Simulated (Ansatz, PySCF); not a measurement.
Gas-phase reaction R1 + R2 + 2 R3 → 3 P1 + P2, each structure at its B3LYP-D3(BJ)/def2-TZVP stationary point, reached from a drawn start (curvature not checked).
P1: H2 (SMILES [H][H]), charge 0, multiplicity 1.
R1, H2O (SMILES O) (charge 0, multiplicity 1, Z-matrix in Å and degrees):
```
O
H 1 0.9627
H 1 0.9627 2 105.24
```
R2: HCl (SMILES Cl), charge 0, multiplicity 1.
R3: SiH4 (SMILES [SiH4]), charge 0, multiplicity 1.
P2, ClH5OSi2 (SMILES [SiH3]O[SiH2]Cl) (charge 0, multiplicity 1):
```xyz
9

Si    -1.51601    -0.35807    -0.11085
O      0.08343    -0.42034    -0.37122
Si     1.57140     0.16897     0.01676
Cl    -2.06186     1.54627     0.47624
H     -2.22065    -0.66327    -1.36570
H     -1.89383    -1.27499     0.97861
H      1.79608     0.04755     1.47466
H      2.57166    -0.63467    -0.71470
H      1.66969     1.58856    -0.38370
```

P less R. No zero-point or thermal terms. One arrangement of each flexible species, with no search for the lowest.

Correlated levels freeze the cores.

Codes used: Ansatz (a program for electronic structure) with Gaussian orbitals; PySCF for the D3/D4 terms. Each number belongs to the level named beside it.

Question: One of these levels gives -2.264 eV for the reaction energy. Name it.
A. PBE-D4/def2-TZVPP
B. revPBE/def2-TZVPP
C. CCSD(T)/cc-pV(D+d)Z

Answer: A, PBE-D4/def2-TZVPP. The others give -2.076 (revPBE/def2-TZVPP), -1.824 (CCSD(T)/cc-pV(D+d)Z)
